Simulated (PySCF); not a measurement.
A PySCF script (with the pyscf-properties extension) for the NMR shieldings of `CCO[C@@H](CC)C(F)=C(F)F`, C7H11F3O, on a GFN2-xTB geometry:

```python
import basis_set_exchange as bse
import numpy as np
from pyscf import gto, dft
from pyscf.prop import nmr

atoms = """
C     2.753832   -0.503802    1.022092
C     1.927042   -0.148370   -0.201387
O     0.592625   -0.559506    0.036630
C    -0.330868   -0.156450   -0.933414
C    -1.601503   -1.014724   -0.790034
C    -2.251786   -0.863957    0.578586
C    -0.672875    1.314416   -0.833016
F    -1.141918    1.854351   -1.977922
C    -0.590072    2.093282    0.238058
F    -0.916614    3.381018    0.270135
F    -0.149490    1.703009    1.422741
H     2.740814   -1.578116    1.179910
H     3.779081   -0.171773    0.886469
H     2.329382   -0.019583    1.896818
H     1.967182    0.934847   -0.382905
H     2.314206   -0.658080   -1.097472
H     0.081766   -0.306652   -1.947815
H    -1.304572   -2.053309   -0.938962
H    -2.299570   -0.735665   -1.581140
H    -3.057175   -1.585568    0.686943
H    -1.513328   -1.038592    1.355666
H    -2.666566    0.132608    0.708383
"""
names = dict.fromkeys(["C", "O", "F", "H"], "pcSseg-1")
basis = {el: gto.basis.parse(bse.get_basis(n, elements=[el], fmt="nwchem")) for el, n in names.items()}
mol = gto.M(atom=atoms, basis=basis, charge=0, verbose=0)
mf = dft.RKS(mol, xc="PBE0")
mf.grids.level = 2
mf.grids.alignment = dft.numint.BLKSIZE   # the property module wants whole blocks of grid points
mf.conv_tol = 1e-9
mf.kernel()

calc = nmr.RKS(mf)   # GIAO
C = mf.mo_coeff
Co = C[:, mf.mo_occ > 0]
resp = mf.gen_response(singlet=True, hermi=2)
def vind(x):   # induced exchange potential for any number of trial vectors
    d = np.einsum("pi,xij,qj->xpq", C, 2 * x.reshape(-1, C.shape[1], Co.shape[1]), Co, optimize=True)
    return np.einsum("xpq,pi,qj->xij", resp(d - d.transpose(0, 2, 1)), C, Co, optimize=True).ravel()
mo1, _ = nmr.rhf.solve_mo1(calc, with_cphf=vind)
sigma = calc.kernel(mo1)
for i, s in enumerate(sigma):   # ppm
    w = np.linalg.eigvalsh((s + s.T) / 2)
    print("%2d %-2s iso %8.1f  s11 %8.1f  s22 %8.1f  s33 %8.1f" % (i, mol.atom_pure_symbol(i), w.mean(), *w))
```

Q: What does it print?

A: 
```
 0 C  iso    169.3  s11    153.8  s22    168.1  s33    186.2
 1 C  iso    118.0  s11     82.5  s22    104.1  s33    167.5
 2 O  iso    280.6  s11    242.9  s22    284.3  s33    314.7
 3 C  iso    106.8  s11     87.6  s22     93.3  s33    139.6
 4 C  iso    156.1  s11    147.9  s22    150.1  s33    170.3
 5 C  iso    178.9  s11    170.8  s22    178.3  s33    187.6
 6 C  iso     50.6  s11     12.7  s22     51.0  s33     88.1
 7 F  iso    366.2  s11    310.8  s22    377.9  s33    409.9
 8 C  iso     18.3  s11    -46.3  s22     43.1  s33     58.1
 9 F  iso    271.4  s11    251.8  s22    269.8  s33    292.6
10 F  iso    296.5  s11    267.2  s22    301.9  s33    320.5
11 H  iso     30.2  s11     26.1  s22     28.3  s33     36.2
12 H  iso     30.7  s11     26.6  s22     27.5  s33     38.0
13 H  iso     30.2  s11     25.5  s22     30.2  s33     35.0
14 H  iso     28.0  s11     23.6  s22     28.9  s33     31.7
15 H  iso     28.1  s11     23.6  s22     27.2  s33     33.4
16 H  iso     27.5  s11     25.1  s22     27.0  s33     30.4
17 H  iso     29.8  s11     25.2  s22     28.4  s33     35.9
18 H  iso     30.0  s11     25.7  s22     28.4  s33     35.9
19 H  iso     30.8  s11     25.9  s22     27.7  s33     38.9
20 H  iso     30.3  s11     25.2  s22     30.7  s33     35.1
21 H  iso     30.8  s11     26.0  s22     30.4  s33     35.9
```

These numbers come from an equivalent density-fitted implementation of the same equations, which agrees with the script to about 0.01 ppm for H and up to a few tenths of a ppm for heavy atoms, so last digits may differ.

Q: Turn these shieldings into chemical shifts. Scale: 13C (186.93 ppm) and 1H (31.72 ppm) vs TMS; 17O (336.08 ppm) against H2O; 19F (170.95 ppm) vs CFCl3 (reference shieldings calculated alike).

A: Averaging equivalent atoms: C 8: 168.7; C 6: 136.3; C 3: 80.1; C 1: 68.9; C 4: 30.8; C 0: 17.6; C 5: 8.0; O 2: 55.5; F 9: -100.5; F 10: -125.6; F 7: -195.2; H 16: 4.21; H 14: 3.68; H 15: 3.64; H 17: 1.89; H 18: 1.72; H 11/12/13: 1.35; H 19/20/21: 1.08 ppm. Unscaled 19F shifts against computed CFCl3 carry errors that often reach 10 to 50 ppm. Experimental scales use liquid or dissolved standards, which lie at an offset from isolated H2O (liquid H2O: subtract about 36 ppm).

Size and cost of the density-fitted run: 242 basis functions, 2.2 min wall time on 1 thread of an AMD EPYC, shared host; peak memory 1.1 GiB.
